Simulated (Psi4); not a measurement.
Cl₂Co (SMILES [Cl][Co][Cl]), quartet, at a GFN2-xTB geometry (such geometries of metal compounds can be far from the true shape); B3LYP/6-31G* run with Psi4.

Psi4 was given this input:
```
memory 2 GB

molecule mol {
0 4
Co    0.000000    0.000000    0.000000
Cl   -0.000000   -0.000000   -1.947004
Cl    0.000000    0.000000    1.947004
}

set {
  basis 6-31g*
  reference uks
  scf_type pk
  puream true
  d_convergence 1e-8
  dft_radial_points 99
  dft_spherical_points 590
}

energy('b3lyp')
print_variables()
```

It wrote (shortened):

```
   => Loading Basis Set <=

    Name: 6-31G*
    Role: ORBITAL
    Keyword: BASIS

         ---------------------------------------------------------
                                   SCF
               by Justin Turney, Rob Parrish, Andy Simmonett
                          and Daniel G. A. Smith
                              UKS Reference
         ---------------------------------------------------------

  ==> Geometry <==

    Molecular point group: d2h
    Full point group: D_inf_h

    Geometry (in Angstrom), charge = 0, multiplicity = 4:

       Center              X                  Y                   Z               Mass
    ------------   -----------------  -----------------  -----------------  -----------------
         CO           0.000000000000     0.000000000000     0.000000000000    58.933194290000
         CL           0.000000000000     0.000000000000    -1.947004000000    34.968852682000
         CL           0.000000000000     0.000000000000     1.947004000000    34.968852682000

  Running in d2h symmetry.

  Rotational constants: A = ************  B =      0.06358  C =      0.06358 [cm^-1]
  Rotational constants: A = ************  B =   1906.21610  C =   1906.21610 [MHz]
  Nuclear repulsion =  288.777417168570310

  Charge       = 0
  Multiplicity = 4
  Electrons    = 61
  Nalpha       = 32
  Nbeta        = 29

  ==> Algorithm <==

  SCF Algorithm Type is PK.
  DIIS enabled.
  MOM disabled.
  Fractional occupation disabled.
  Guess Type is SAD.
  Energy threshold   = 1.00e-06
  Density threshold  = 1.00e-08
  Integral threshold = 1.00e-12

  ==> Primary Basis <==

  Basis Set: 6-31G*
    Blend: 6-31G*
    Number of shells: 28
    Number of basis functions: 70
    Number of Cartesian functions: 77
    Spherical Harmonics?: true
    Max angular momentum: 3

  ==> DFT Potential <==

   => LibXC <=

    Version 7.1.2
    S. Lehtola, C. Steigemann, M. J. T. Oliveira, and M. A. L. Marques,  SoftwareX 7, 1–5 (2018) (10.1016/j.softx.2017.11.002)

   => Composite Functional: B3LYP <=

    B3LYP Hyb-GGA Exchange-Correlation Functional

    P. J. Stephens, F. J. Devlin, C. F. Chabalowski, and M. J. Frisch,  J. Phys. Chem. 98, 11623 (1994) (10.1021/j100096a001)

    Deriv               =              1
    GGA                 =           TRUE
    Meta                =          FALSE

    Exchange Hybrid     =           TRUE
    MP2 Hybrid          =          FALSE

   => Exchange Functionals <=

    0.0800   Slater exchange
    0.7200         Becke 88

   => Exact (HF) Exchange <=

    0.2000               HF

   => Correlation Functionals <=

    0.1900   Vosko, Wilk & Nusair (VWN5_RPA)
    0.8100   Lee, Yang & Parr

   => LibXC Density Thresholds  <==

    XC_HYB_GGA_XC_B3LYP:  1.00E-15

   => Molecular Quadrature <=

    Radial Scheme          =       TREUTLER
    Pruning Scheme         =           NONE
    Nuclear Scheme         =       TREUTLER

    Blocking Scheme        =         OCTREE
    BS radius alpha        =              1
    Pruning alpha          =              1
    Radial Points          =             99
    Spherical Points       =            590
    Total Points           =         166202
    Total Blocks           =           1388
    Max Points             =            256
    Max Functions          =             65
    Weights Tolerance      =       1.00E-15

  ==> Integral Setup <==

  Using in-core PK algorithm.
   Calculation information:
      Number of atoms:                   3
      Number of AO shells:              28
      Number of primitives:             97
      Number of atomic orbitals:        77
      Number of basis functions:        70

      Integral cutoff                 1.00e-12
      Number of threads:                 1

  Performing in-core PK
  Using 6177710 doubles for integral storage.
  We computed 70401 shell quartets total.
  Whereas there are 82621 unique shell quartets.

  ==> DiskJK: Disk-Based J/K Matrices <==

    J tasked:                  Yes
[...]
    NA   [    10,    1,    3,    3,    0,    7,    4,    4 ]
    NB   [     9,    1,    2,    2,    0,    7,    4,    4 ]

   @UKS iter   3: -2286.37128727284562   -3.68245e+01   1.36173e-01 ADIIS
   @UKS iter   4: -2302.70835891953766   -1.63371e+01   3.96293e-02 DIIS/ADIIS
   @UKS iter   5: -2303.04656469991733   -3.38206e-01   9.31764e-03 DIIS/ADIIS
   @UKS iter   6: -2303.06716020404110   -2.05955e-02   6.39751e-03 DIIS/ADIIS
   @UKS iter   7: -2303.07993096646896   -1.27708e-02   2.40690e-03 DIIS/ADIIS
   @UKS iter   8: -2303.08215083349478   -2.21987e-03   4.29018e-04 DIIS/ADIIS
   @UKS iter   9: -2303.08220797376134   -5.71403e-05   4.28268e-05 DIIS
   @UKS iter  10: -2303.08221414781656   -6.17406e-06   3.69116e-05 DIIS
   @UKS iter  11: -2303.08221799847252   -3.85066e-06   1.35409e-05 DIIS
   @UKS iter  12: -2303.08222021074880   -2.21228e-06   6.58249e-06 DIIS
   @UKS iter  13: -2303.08222041105637   -2.00308e-07   6.36103e-07 DIIS
   @UKS iter  14: -2303.08222041169211   -6.35737e-10   9.67496e-08 DIIS
   @UKS iter  15: -2303.08222041170575   -1.36424e-11   8.06567e-09 DIIS
  Energy and wave function converged.

  ==> Post-Iterations <==

   Electrons on quadrature grid:
      Nalpha   =   32.0000004106 ; deviation = 4.106e-07
      Nbeta    =   29.0000002790 ; deviation = 2.790e-07
      Ntotal   =   61.0000006896 ; deviation = 6.896e-07

   @Spin Contamination Metric:   8.153133925E-03
   @S^2 Expected:                3.750000000E+00
   @S^2 Observed:                3.758153134E+00
   @S   Expected:                1.500000000E+00
   @S   Observed:                1.500000000E+00

    Orbital Energies [Eh]
    ---------------------

    Alpha Occupied:

[...]
    Alpha Virtual:

[...]
    Beta Occupied:

[...]
    Beta Virtual:

[...]
    Final Occupation by Irrep:
             Ag   B1g   B2g   B3g    Au   B1u   B2u   B3u
    DOCC [     9,    1,    2,    2,    0,    7,    4,    4 ]
    SOCC [     1,    0,    1,    1,    0,    0,    0,    0 ]
    NA   [    10,    1,    3,    3,    0,    7,    4,    4 ]
    NB   [     9,    1,    2,    2,    0,    7,    4,    4 ]

  @UKS Final Energy: -2303.08222041170575

   => Energetics <=

    Nuclear Repulsion Energy =            288.7774171685703095
    One-Electron Energy =               -3760.5403002985149215
    Two-Electron Energy =                1262.0918695759135062
    DFT Exchange-Correlation Energy =     -93.4112068576746708
    Empirical Dispersion Energy =           0.0000000000000000
    VV10 Nonlocal Energy =                  0.0000000000000000
    Total Energy =                      -2303.0822204117052934

  UHF NO Occupations:
  HONO-2 :    3B3g 1.0000000
  HONO-1 :   10 Ag 1.0000000
  HONO-0 :    3B2g 1.0000000
  LUNO+0 :   11 Ag 0.0029709
  LUNO+1 :    4B3g 0.0002885
  LUNO+2 :    4B2g 0.0002885
  LUNO+3 :    2B1g 0.0001101

Computation Completed

Properties will be evaluated at   0.000000,   0.000000,   0.000000 [a0]

Properties computed using the SCF density matrix

 Multipole Moments:

 ------------------------------------------------------------------------------------
     Multipole            Electronic (a.u.)      Nuclear  (a.u.)        Total (a.u.)
 ------------------------------------------------------------------------------------

 L = 1.  Multiply by 2.5417464519 to convert [e a0] to [Debye]
 Dipole X            :          0.0000000            0.0000000            0.0000000
 Dipole Y            :          0.0000000            0.0000000            0.0000000
 Dipole Z            :          0.0000000            0.0000000            0.0000000
 Magnitude           :                                                    0.0000000

 ------------------------------------------------------------------------------------

  Variable Map:
  ----------------------------------------------------------------------------
[...]
  Array Variable Map:
  ----------------------------------------------------------------------------
[...]
[...]
```
